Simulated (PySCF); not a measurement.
C2H5FSSi.
SMILES: `CC(=S)[SiH2]F`

Torsions of this conformer, `[CH3:1][C:2](=[S:3])[SiH2:4][F:5]`: C1–C2–Si4–F5 -4°.

The closed-shell ground state was solved at several levels (PySCF, density fitting, gas phase, non-relativistic). Isolated species at its PBE0-D3(BJ)/def2-SVP geometry (one conformer only).

```csv
level,basis functions,HOMO (eV),LUMO (eV),gap (eV),dipole (D)
PBE0/pcSseg-1,124,-6.78,-2.77,4.01,0.95
PBE/pcSseg-2,264,-5.61,-3.69,1.92,1.08
```

(1) Estimate the row for CAM-B3LYP/def2-SVPD, a basis of 154 functions; the other rows only guide the guess.

(2) Over all these levels, which gives the widest orbital gap and which the narrowest?

(3) How far do the dipole and the HOMO energy spread over the levels?

Results:

(1) HOMO -8.12 eV, LUMO -1.66 eV, gap 6.46 eV, dipole 0.98 D.

(2) CAM-B3LYP/def2-SVPD (range-separated hybrid) has the widest, 6.46 eV, and PBE/pcSseg-2 (GGA) the narrowest, 1.92 eV. Functional and basis both differ between the two, so the spread mixes both effects.

(3) The dipole runs from 0.95 to 1.08 D (mean 1.00 D) and the HOMO from -8.12 to -5.61 eV.
